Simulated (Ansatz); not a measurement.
System: methyl-bis(sulfanyl)borane, CH₅BS₂, charge 0, multiplicity 1. 
Coordinates optimised at B3LYP-D3(BJ)/def2-TZVP (Ansatz, an electronic-structure program):
```xyz
9

C     -1.8215    -0.1616    -0.5308
B     -0.3208    -0.0318    -0.0936
S      0.4834     1.5635     0.1837
S      0.6355    -1.5441     0.1401
H     -2.1488    -1.1948    -0.6545
H     -1.9895     0.3597    -1.4776
H     -2.4760     0.3123     0.2063
H     -0.5715     2.3475    -0.0990
H      1.8163    -1.0075     0.4964
```

Basis-set convergence of Hartree-Fock and CCSD correlation energies (hartree) with Ansatz. Cores are frozen in the correlated levels unless marked. Spin-orbit coupling is left out. Non-relativistic.

| basis | functions | E(HF) | E(corr, CCSD) |
|---|---|---|---|
| aug-cc-pV(D+d)Z | 155 | -860.61992 | -0.58411 |
| aug-cc-pV(T+d)Z | 317 | -860.65967 | -0.69855 |
| aug-cc-pV(Q+d)Z | 568 | -860.66965 | -0.73184 |

Extrapolating the two largest sets (X = 3 and 4) as X^-3: E(corr) = (64·(-0.73184) - 27·(-0.69855))/37 = -0.7561 Eh, an estimate of the basis-set limit. The largest set recovers 96.8 % of it, the smallest 77.2 %.
